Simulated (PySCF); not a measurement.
B3LYP has the VWN-RPA correlation part, as in Gaussian. Excitations are Tamm–Dancoff values on a coarser integration grid. The basis has no diffuse functions, so Rydberg states are missing or too high.

Cl₃Ga, SMILES `[Cl][Ga]([Cl])[Cl]` (charge 0, multiplicity 1)

These are B3LYP-D3(BJ)/def2-TZVP // PBE0-D4/def2-TZVP (PySCF) values and carry that method's errors.

```json
{
 "HOMO": "-9.15 eV",
 "dipole_moment": "0.00 D",
 "LUMO": "-2.27 eV",
 "HOMO–LUMO gap": "6.88 eV",
 "S1 excitation (TDA)": "5.77 eV",
 "S1 oscillator strength": "0.000",
 "T1 excitation (TDA)": "5.42 eV",
 "S1–T1 gap (TDA)": "0.36 eV",
 "total_energy": "-3305.7635 Ha",
 "cost": "around 50 core-seconds (rough)"
}
```

```xyz
4

Cl    -1.7804    -1.1318    -0.5164
Ga     0.0008     0.0012    -0.4630
Cl    -0.0767     2.1000    -0.6822
Cl     1.8593    -0.9638    -0.1901
```
